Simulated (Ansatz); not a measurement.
C4H8Br2 (`CC(C)(Br)CBr`), charge 0, multiplicity 1.

Task: Give a relaxed structure at PBE0-D4/def2-TZVP (Ansatz). (Estimate.)

Result: Computed: 
Z-matrix (Å, degrees):
```
C
C 1 1.512
H 1 1.090 2 110.5
H 1 1.091 2 111.4 3 120.9
H 1 1.093 2 109.1 3 -119.3
C 2 1.512 1 112.5 3 56.5
Br 2 1.992 1 107.4 3 -61.4
C 2 1.516 1 113.2 3 -173.6
H 6 1.091 2 111.4 1 -177.4
H 6 1.093 2 109.1 1 62.8
H 6 1.090 2 110.5 1 -56.5
Br 8 1.956 2 112.3 1 -64.7
H 8 1.087 2 111.5 1 177.0
H 8 1.087 2 111.5 1 53.5
```
Point group Cs.
This is one stationary point; other conformers may exist.
